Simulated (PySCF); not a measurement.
## Working out the excitation energy of Br

Br [Ar] 3d10 4s2 4p5 (2P) → Br [Ar] 3d10 4s1 4p6 (2S). Calculation: PySCF 2.14, in x2c-TZVPPall (6s5p4d1f, 48 functions); scalar relativity by spin-free X2C-1e. Frozen: [Ne]. Energies in hartree (1 hartree = 27.21139 eV):

| part | Br (lower) | Br (upper) |
| --- | --- | --- |
| UHF | -2604.414876 | -2603.859453 |
| MP2 opposite-spin | -0.220324 | -0.287389 |
| MP2 same-spin | -0.099521 | -0.106072 |

Task: What does Hartree-Fock give?

Result: (-2603.859453) − (-2604.414876) = 0.555423 hartree = 15.114 eV.

Task: What do MP2 and SCS-MP2 (6/5 opposite-spin, 1/3 same-spin) give?

Result: The opposite-spin parts differ by -1.825 eV and the same-spin parts by -0.178 eV. MP2: 15.114 + (-1.825) + (-0.178) = 13.111 eV. SCS-MP2: 15.114 + 1.2 × (-1.825) + (-0.178)/3 = 12.865 eV.

The upper state lies above the first ionisation limit, where it may autoionise and the basis confines it.
